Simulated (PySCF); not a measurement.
C3H4ClFSi, SMILES FC1=C(C[SiH2]1)Cl.

Geometry: ωB97X-D3(BJ)/def2-SVP. The structure was generated by enumeration, and PubChem lists no compound with its InChIKey, so it may never have been made.

Level of theory: TDA-PBE0/def2-SVPD run with PySCF.

Vertical excitations.  State labels are in the subgroup Cs.

Q: List the lowest excited states. (An estimate is asked for; the answer gives what the named calculation found.)

A: 
```json
[
 {"state": "S1", "symmetry": "A\"", "energy (eV)": "6.03", "λ (nm)": "206", "f": "0.004", "main pairs": "HOMO→LUMO+1 95 %"},
 {"state": "S2", "symmetry": "A\"", "energy (eV)": "6.39", "λ (nm)": "194", "f": "0.001", "main pairs": "HOMO→LUMO+2 86 %"},
 {"state": "S3", "symmetry": "A'", "energy (eV)": "6.63", "λ (nm)": "187", "f": "0.210", "main pairs": "HOMO→LUMO 82 %"},
 {"state": "S4", "symmetry": "A\"", "energy (eV)": "6.75", "λ (nm)": "184", "f": "0.007", "main pairs": "HOMO→LUMO+3 81 %"},
 {"state": "S5", "symmetry": "A\"", "energy (eV)": "6.78", "λ (nm)": "183", "f": "0.000", "main pairs": "HOMO−1→LUMO 92 %"},
 {"state": "S6", "symmetry": "A\"", "energy (eV)": "7.27", "λ (nm)": "171", "f": "0.003", "main pairs": "HOMO→LUMO+4 78 %, HOMO−2→LUMO 14 %"},
 {"state": "S7", "symmetry": "A\"", "energy (eV)": "7.38", "λ (nm)": "168", "f": "0.002", "main pairs": "HOMO−2→LUMO 80 %, HOMO→LUMO+4 14 %"},
 {"state": "S8", "symmetry": "A'", "energy (eV)": "7.69", "λ (nm)": "161", "f": "0.020", "main pairs": "HOMO−1→LUMO+2 43 %, HOMO−1→LUMO+1 24 %, HOMO−2→LUMO+1 20 %, HOMO−1→LUMO+3 9 %"},
 {"state": "S9", "symmetry": "A'", "energy (eV)": "7.72", "λ (nm)": "161", "f": "0.124", "main pairs": "HOMO−1→LUMO+1 62 %, HOMO−2→LUMO+1 15 %, HOMO−1→LUMO+2 10 %"},
 {"state": "S10", "symmetry": "A\"", "energy (eV)": "7.88", "λ (nm)": "157", "f": "0.001", "main pairs": "HOMO−3→LUMO 79 %, HOMO→LUMO+5 16 %"},
 {"state": "T1", "symmetry": "A'", "energy (eV)": "4.12", "λ (nm)": "301", "f": "0", "main pairs": "HOMO→LUMO 94 %"},
 {"state": "T2", "symmetry": "A\"", "energy (eV)": "5.81", "λ (nm)": "214", "f": "0", "main pairs": "HOMO→LUMO+1 52 %, HOMO→LUMO+2 38 %"},
 {"state": "T3", "symmetry": "A\"", "energy (eV)": "5.97", "λ (nm)": "208", "f": "0", "main pairs": "HOMO→LUMO+1 45 %, HOMO→LUMO+2 40 %, HOMO→LUMO+3 8 %"},
 {"state": "T4", "symmetry": "A\"", "energy (eV)": "6.41", "λ (nm)": "194", "f": "0", "main pairs": "HOMO−1→LUMO 67 %, HOMO−2→LUMO 25 %"}
]
```
Triplets are in the Tamm–Dancoff approximation.
